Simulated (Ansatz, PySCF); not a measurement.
This PySCF input computes a r2SCAN/def2-TZVPD energy:

```python
from pyscf import gto, scf, dft

mol = gto.M(
    atom='''
    Si    0.13886842   -0.12674218    0.01976683
    F     0.36845614   -0.49074130   -1.48319632
    F    -0.62324676   -1.21425863    0.84474714
    N    -1.26313319    1.10529612   -0.19457171
    N     1.42846840    0.56367162    0.78371424
    H    -1.59814408    1.46298935    0.70380830
    H    -0.97822906    1.91526115   -0.75139276
    H     1.60080611    0.45770153    1.77352475
    H     2.23365726    0.91941115    0.28795716
    H    -2.06647912    0.68125246   -0.66858813
    ''',
    basis='def2-tzvpd',
    charge=1,
    spin=0,
    verbose=4,
)

mf = dft.RKS(mol, xc='r2scan').density_fit(auxbasis='def2-universal-jkfit')
mf.grids.level = 4
mf.conv_tol = 1e-9
mf.max_cycle = 100
mf.max_memory = 1500
mf.kernel()
if not mf.converged:
    mf = mf.newton()
    mf.kernel(mf.make_rdm1())
mf.analyze()
```

Problem. Write an input for the same energy in Ansatz (an electronic-structure program) and say what it gives.

Solution. 
Ansatz 0.2 input:
```yaml
crystal:
  periodic: [false, false, false]
  atoms:
    - {symbol: Si, position_ang: [0.13886842, -0.12674218, 0.01976683]}
    - {symbol: F, position_ang: [0.36845614, -0.49074130, -1.48319632]}
    - {symbol: F, position_ang: [-0.62324676, -1.21425863, 0.84474714]}
    - {symbol: N, position_ang: [-1.26313319, 1.10529612, -0.19457171]}
    - {symbol: N, position_ang: [1.42846840, 0.56367162, 0.78371424]}
    - {symbol: H, position_ang: [-1.59814408, 1.46298935, 0.70380830]}
    - {symbol: H, position_ang: [-0.97822906, 1.91526115, -0.75139276]}
    - {symbol: H, position_ang: [1.60080611, 0.45770153, 1.77352475]}
    - {symbol: H, position_ang: [2.23365726, 0.91941115, 0.28795716]}
    - {symbol: H, position_ang: [-2.06647912, 0.68125246, -0.66858813]}
basis:
  gaussian:
    orbitals: def2-TZVPD
hamiltonian:
  xc: {name: r2SCAN}
total_charge: 1
output: {forces: true}
```
It gives -601.63493 Eh, and PySCF -601.63507 Eh, a difference of 0.14 mEh, from the treatment of integrals and grids.

It need not be the lowest isomer of its formula.
